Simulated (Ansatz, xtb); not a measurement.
Breaking the B1–F2 bond in BFHI (SMILES FBI) (multiplicity 1 held, fragments rigid). Energies count from the point at 1.312 Å.
Geometry at that point (charge 0, multiplicity 1):
| atom | x (Å) | y (Å) | z (Å) |
|---|---|---|---|
| B | -0.2447 | -1.3335 | 0.8064 |
| F | 0.7923 | -1.7438 | 1.4967 |
| H | -1.2601 | -1.9458 | 0.8179 |
| I | -0.0877 | 0.4586 | -0.3457 |

R- and RO- levels are restricted; in cc, def2 and unpolarised 6-31G sets they are followed outwards from rest. U- levels take the lowest unrestricted solution at each point, which mixes spins at long bonds. Curves can end on different states.

Frozen-core correlation. Filled d and f shells under p-block atoms count as core.

Programs: Ansatz (Gaussian basis) for Hartree–Fock, density functionals and correlated methods; xtb for the GFN methods.  In def2 rows elements past Kr take small-core potentials, without spin–orbit coupling. The GFN methods have no spin term and hold the electronic entropy of 300 K.

Energies in kJ/mol.

| R (Å) | GFN2-xTB | U-SCS-MP2/def2-SVP | U-CCSD/def2-SVP | R-CCSDT(Q)/def2-SVP |
|---|---|---|---|---|
| 1.049 | 274 | 292 | 291 | 294 |
| 1.180 | 39 | 55 | 54 | 56 |
| 1.312 | 0 | 0 | 0 | 0 |
| 1.443 | 31 | 27 | 28 | 26 |
| 1.574 | 86 | 90 | 92 | 88 |
| 1.771 | 174 | 206 | 209 | 201 |
| 1.967 | 257 | 320 | 325 | 312 |
| 2.295 | 372 | 583 | 489 | 464 |
| 2.623 | 454 | 659 | 600 | 566 |
| 3.017 | 515 | 683 | 653 | 631 |
| 3.541 | 554 | 692 | 668 | 657 |
| 4.197 | 569 | 695 | 672 | 658 |

Doubts at one or more of the structures used: a spin-contaminated determinant (U-SCS-MP2/def2-SVP, U-CCSD/def2-SVP); T1 above 0.05 (U-CCSD/def2-SVP, R-CCSDT(Q)/def2-SVP); a restricted determinant that unrestricted orbitals would lower (R-CCSDT(Q)/def2-SVP); other coupled-cluster roots lie near (R-CCSDT(Q)/def2-SVP).

Ansatz is an electronic-structure program.
